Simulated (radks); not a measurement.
Kinetic energies: the exact non-interacting value of the Kohn-Sham orbitals and orbital-free approximations, in hartree. Species: Ru3+ [Kr] 4d5; Li2+ 1s1; Rh4+ [Kr] 4d5; Lu3+ [Xe] 4f14. All-electron calculation, non-relativistic Kohn-Sham, PBE, spin-polarised, spherical densities, point nucleus. Program: a radial shooting solver on a logarithmic mesh with Libxc functionals. Every spin shell is full or empty, so the densities are truly spherical. Functionals are evaluated on that one density, not self-consistently.

functional,Ru3+,Li2+,Rh4+,Lu3+
exact,4439.37,4.48115,4681.93,13850.4
Thomas-Fermi,4195.6,4.1012,4426.5,13177
von Weizsacker,1926.9,4.4812,2018.2,5112.0
TF + vW/9,4409.7,4.5991,4650.8,13745
TF + vW/5,4581.0,4.9974,4830.2,14200
revAPBEK,4454.3,4.6106,4697.6,13869
Pearson,4397.3,4.3721,4637.9,13721
DePristo-Kress,4436.8,4.6035,4679.1,13816
Ernzerhof,4423.2,4.7719,4664.9,13776
